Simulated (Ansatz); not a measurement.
Two members of one family (Same ligands, another metal), computed with Ansatz in the gas phase; def2 core potentials for La, no spin–orbit coupling. The two geometries come from different levels. HOMO and LUMO are taken over both spins. Singlets are spin-restricted. The spins of the ions were chosen, not always searched. A dash marks a value that wasn't run or was left out as unsound. The structures are stationary points that may keep the symmetry of their start. Remarks come from the PBE and PBE0 runs and from stability tests at other levels; not every state was tested. HOMO above LUMO (over both spins in singlets and doublets, within one spin in higher multiplets; at PBE or PBE0), or a gap under 0.15 eV within one spin, warns that the state may not be the lowest or that an electron is smeared out.

First: LaF3 (singlet, charge 0, PBE0-D4/def2-TZVP geometry).

Cartesian coordinates in Å:
```
La -0.146 0.221 -0.257
F -1.412 0.544 1.442
F 1.853 0.965 -0.049
F -0.295 -1.729 -1.135
```

```tsv
level	HOMO (eV)	LUMO (eV)	gap (eV)	vertical IE (eV)
PBE-D4/def2-SVP	-7.73	-2.70	5.03	–
r2SCAN-D4/def2-TZVP	-8.41	-2.26	6.15	11.62
PBE0-D4/def2-TZVP	-9.90	-2.15	7.75	12.14
HSE06-D4/def2-TZVP	-9.49	-2.50	6.99	–
CAM-B3LYP-D4/def2-TZVP	-11.43	-1.55	9.88	–
```

Metal–donor distances: 3 × F 2.14 Å. Remarks: gap within one spin near zero at PBE or PBE0 (+1 doublet).

Second: MnF3 (quintet, charge 0, r2SCAN-D4/def2-TZVP geometry; oxidised ion quartet).

```csv
atom,x (Å),y (Å),z (Å)
Mn1,0.0273,0.1931,0.0002
F2,-0.2134,-1.5122,-0.0006
F3,-1.5333,0.8887,-0.3613
F4,1.7194,0.4304,0.3617
```

Estimate the same table for the second.


```json
{"level": "PBE-D4/def2-SVP", "HOMO (eV)": "-6.52", "LUMO (eV)": "-5.23", "gap (eV)": "1.29", "vertical IE (eV)": "–"}
{"level": "r2SCAN-D4/def2-TZVP", "HOMO (eV)": "-7.89", "LUMO (eV)": "-5.90", "gap (eV)": "1.99", "vertical IE (eV)": "11.91"}
{"level": "PBE0-D4/def2-TZVP", "HOMO (eV)": "-9.91", "LUMO (eV)": "-4.96", "gap (eV)": "4.95", "vertical IE (eV)": "12.62"}
{"level": "HSE06-D4/def2-TZVP", "HOMO (eV)": "-9.49", "LUMO (eV)": "-5.35", "gap (eV)": "4.14", "vertical IE (eV)": "–"}
{"level": "CAM-B3LYP-D4/def2-TZVP", "HOMO (eV)": "-11.53", "LUMO (eV)": "-3.81", "gap (eV)": "7.72", "vertical IE (eV)": "–"}
```

Metal–donor distances: 3 × F 1.72 to 1.75 Å. Remarks: HOMO above LUMO (singlet), restricted SCF unstable (singlet), spin-contaminated (⟨S²⟩ up to 2.93) (triplet), spin-contaminated (⟨S²⟩ up to 3.95) (+1 quartet).
